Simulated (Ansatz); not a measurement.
One change: `C=[N][AlH][SH]` becomes `C=[N][AlH2]`.

Ansatz, PBE0-D4/def2-TZVP geometries, multiplicity 1. Each molecule was computed in one conformer, which needn't be the lowest.

```json
{"property": "HOMO energy (PBE/def2-TZVPP) / eV", "`C=[N][AlH][SH]`": "-5.48"}
{"property": "size of the dipole moment (ωB97M-V/def2-TZVPP) / D", "`C=[N][AlH][SH]`": "1.53"}
{"property": "zero-point energy (PBE0-D4/def2-TZVP) / kJ/mol", "`C=[N][AlH][SH]`": "121.6"}
{"property": "HOMO–LUMO gap (B3LYP/def2-TZVPP) / eV", "`C=[N][AlH][SH]`": "5.15"}
{"property": "size of the dipole moment (PBE/def2-TZVPP) / D", "`C=[N][AlH][SH]`": "1.42"}
{"property": "HOMO–LUMO gap (ωB97M-V/def2-TZVPP) / eV", "`C=[N][AlH][SH]`": "10.06"}
```

Q: What does the change do to each property? (Best estimate.)

A: Ansatz gave: 
| property | `C=[N][AlH2]` | shift |
| --- | --- | --- |
| HOMO energy (PBE/def2-TZVPP) / eV | -5.56 | -0.08 |
| size of the dipole moment (ωB97M-V/def2-TZVPP) / D | 1.44 | -0.09 |
| zero-point energy (PBE0-D4/def2-TZVP) / kJ/mol | 113.3 | -8.3 |
| HOMO–LUMO gap (B3LYP/def2-TZVPP) / eV | 5.41 | 0.26 |
| size of the dipole moment (PBE/def2-TZVPP) / D | 1.48 | 0.06 |
| HOMO–LUMO gap (ωB97M-V/def2-TZVPP) / eV | 9.91 | -0.15 |

The zero-point energy changes by -8.3 kJ/mol with -3 modes. Dipoles are sizes alone; their direction can turn.

B3LYP here is the variant with VWN-RPA as its local correlation; programs differ in this.
